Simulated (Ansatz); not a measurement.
Isolated molecules relaxed with PBE0-D4/def2-TZVP in Ansatz; ΔE leaves out vibrations. CBS: MP2 limit from def2 TZ/QZ plus the TZ coupled-cluster correction, frozen cores. Functionals use def2-TZVPP. B3LYP here is the variant with VWN-RPA as its local correlation; programs differ in this. For Ga outer-core shells are correlated without core-valence functions, which leaves a few kJ/mol of doubt a bond. Scalar relativity is left out up to krypton. Each species was taken in one conformer, which may not be the lowest.

Reaction (ligand exchange at the Si–N bond): `C[SiH2][N](C)[AlH2]` + `[SH][GaH2]` → `C[SiH2][S][GaH2]` + `C[NH][AlH2]`

| level | ΔE (kJ/mol) | difference from CCSD(T)/CBS |
| --- | --- | --- |
| PBE-D4 | -19.5 | -6.6 |
| r2SCAN-D4 | -15.0 | -2.1 |
| PBE0-D4 | -18.5 | -5.6 |
| B3LYP-D4 | -12.3 | 0.6 |
| ωB97X-V | -11.8 | 1.1 |
| ωB97M-V | -10.6 | 2.3 |
| B2PLYP | -11.8 | 1.1 |
| PBE | -20.4 | -7.5 |
| r2SCAN | -15.6 | -2.7 |
| PBE0 | -19.3 | -6.4 |
| B3LYP | -13.3 | -0.4 |
| HF/def2-TZVPP | -10.7 | 2.2 |
| MP2/def2-TZVPP | -11.6 | 1.3 |
| SCS-MP2/def2-TZVPP | -9.5 | 3.4 |
| CCSD/def2-TZVPP | -8.4 | 4.5 |
| CCSD(T)/def2-TZVPP | -8.8 | 4.1 |
| HF/def2-QZVPP | -9.5 | 3.4 |
| MP2/def2-QZVPP | -13.5 | -0.6 |
| SCS-MP2/def2-QZVPP | -11.5 | 1.4 |
| HF/CBS(def2) | -9.4 | 3.5 |
| MP2/CBS(def2) | -15.6 | -2.7 |
| CCSD/CBS(def2) | -12.4 | 0.5 |
| CCSD(T)/CBS | -12.9 | 0 |

Largest T1 diagnostic among the species: 0.013.
